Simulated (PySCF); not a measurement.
Isomers of C8H15PS, mass 174.063 u with the commonest isotopes. Computed with PBE0-D3(BJ)/def2-SVP geometry optimisation, gas phase (PySCF 2.14.0). One conformer each, none proved a minimum here; rigid rotors.

Question: Order these by radius of gyration √(Σ m r²/M), smallest first.
A. `[CH2:1]=[CH:2][P@@:3](=[S:4])([C:5](=[CH2:6])[CH3:7])[CH:8]([CH3:9])[CH3:10]` with C1–C2–P3–S4 0°, C2–P3–C5–C6 48°, C2–P3–C8–C9 65°
B. `[CH2:1]=[CH:2][CH2:3][P:4]1(=[CH2:5])[CH2:6][CH2:7][S:8][CH2:9][CH2:10]1` with C1–C2–C3–P4 113°, C2–C3–P4–C5 164°, C3–P4–C6–C7 -75°, P4–C6–C7–S8 -57°, C6–C7–S8–C9 63°, C7–S8–C9–C10 -67°
C. `[CH3:1][CH2:2][C:3]1=[C:4]([CH3:5])[CH2:6][P@:7]([CH3:8])(=[S:9])[CH2:10]1` with C1–C2–C3–C4 -102°, C3–C4–C6–P7 -17°, C4–C6–P7–C8 -82°, C6–P7–C10–C3 -23°, C2–C3–C10–P7 -162°
D. `[CH3:1][CH:2]([CH3:3])[CH2:4][P:5]1(=[S:6])[CH2:7][CH:8]=[CH:9][CH2:10]1` with C1–C2–C4–P5 174°, C2–C4–P5–S6 -40°, C4–P5–C7–C8 -89°, P5–C7–C8–C9 -14°, C8–C9–C10–P5 14°, C4–P5–C10–C9 87°

Answer: A (2.216 Å), B (2.260 Å), D (2.345 Å), C (2.439 Å).

Question: Order these by out-of-plane moment Σ m c² = (Ia + Ib − Ic)/2, largest first.
A. `[CH3:1][CH2:2][C:3]1=[C:4]([CH3:5])[CH2:6][P@:7]([CH3:8])(=[S:9])[CH2:10]1` with C1–C2–C3–C4 -102°, C3–C4–C6–P7 -17°, C4–C6–P7–C8 -82°, C6–P7–C10–C3 -23°, C2–C3–C10–P7 -162°
B. `[CH2:1]=[CH:2][P@@:3](=[S:4])([C:5](=[CH2:6])[CH3:7])[CH:8]([CH3:9])[CH3:10]` with C1–C2–P3–S4 0°, C2–P3–C5–C6 48°, C2–P3–C8–C9 65°
C. `[CH3:1][CH:2]([CH3:3])[CH2:4][P:5]1(=[S:6])[CH2:7][CH:8]=[CH:9][CH2:10]1` with C1–C2–C4–P5 174°, C2–C4–P5–S6 -40°, C4–P5–C7–C8 -89°, P5–C7–C8–C9 -14°, C8–C9–C10–P5 14°, C4–P5–C10–C9 87°
D. `[CH2:1]=[CH:2][CH2:3][P:4]1(=[CH2:5])[CH2:6][CH2:7][S:8][CH2:9][CH2:10]1` with C1–C2–C3–P4 113°, C2–C3–P4–C5 164°, C3–P4–C6–C7 -75°, P4–C6–C7–S8 -57°, C6–C7–S8–C9 63°, C7–S8–C9–C10 -67°
E. `[CH2:1]=[CH:2][P@:3](=[S:4])([CH:5]([CH3:6])[CH3:7])[CH:8]1[CH2:9][CH2:10]1` with C1–C2–P3–S4 -2°, C2–P3–C5–C6 -171°, C2–P3–C8–C9 37°

Answer: B (211.70 u·Å²), E (179.76 u·Å²), D (134.70 u·Å²), C (122.88 u·Å²), A (98.52 u·Å²).

Question: Order these by rotational constant C, smallest first.
A. `[CH2:1]=[CH:2][CH2:3][P:4]1(=[CH2:5])[CH2:6][CH2:7][S:8][CH2:9][CH2:10]1` with C1–C2–C3–P4 113°, C2–C3–P4–C5 164°, C3–P4–C6–C7 -75°, P4–C6–C7–S8 -57°, C6–C7–S8–C9 63°, C7–S8–C9–C10 -67°
B. `[CH3:1][CH2:2][C:3]1=[C:4]([CH3:5])[CH2:6][P@:7]([CH3:8])(=[S:9])[CH2:10]1` with C1–C2–C3–C4 -102°, C3–C4–C6–P7 -17°, C4–C6–P7–C8 -82°, C6–P7–C10–C3 -23°, C2–C3–C10–P7 -162°
C. `[CH2:1]=[CH:2][P@@:3](=[S:4])([C:5](=[CH2:6])[CH3:7])[CH:8]([CH3:9])[CH3:10]` with C1–C2–P3–S4 0°, C2–P3–C5–C6 48°, C2–P3–C8–C9 65°
D. `[CH3:1][CH:2]([CH3:3])[CH2:4][P:5]1(=[S:6])[CH2:7][CH:8]=[CH:9][CH2:10]1` with C1–C2–C4–P5 174°, C2–C4–P5–S6 -40°, C4–P5–C7–C8 -89°, P5–C7–C8–C9 -14°, C8–C9–C10–P5 14°, C4–P5–C10–C9 87°
E. `[CH2:1]=[CH:2][P@:3](=[S:4])([CH:5]([CH3:6])[CH3:7])[CH:8]1[CH2:9][CH2:10]1` with C1–C2–P3–S4 -2°, C2–P3–C5–C6 -171°, C2–P3–C8–C9 37°

Answer: B (539.3 MHz), D (605.5 MHz), A (669.9 MHz), E (734.5 MHz), C (785.9 MHz).

```
                   SMILES  point group  Ia (u·Å²)  Ib (u·Å²)  Ic (u·Å²)      κ  μa (D)  μb (D)  μc (D)
         C=CCP1(=C)CCSCC1           C1     441.38     582.39     754.36  -0.17    0.01    2.58    0.37
  CCC1=C(C)C[P@](C)(=S)C1           C1     307.63     826.58     937.17  -0.87    4.98    0.39    1.59
C=C[P@@](=S)(C(=C)C)C(C)C           C1     504.98     561.45     643.04   0.06    1.03    0.92    3.79
  C=C[P@](=S)(C(C)C)C1CC1           C1     466.12     581.44     688.04  -0.23    1.91    2.07    3.44
       CC(C)CP1(=S)CC=CC1           C1     388.34     692.01     834.59  -0.64    0.73    4.24    0.41
```
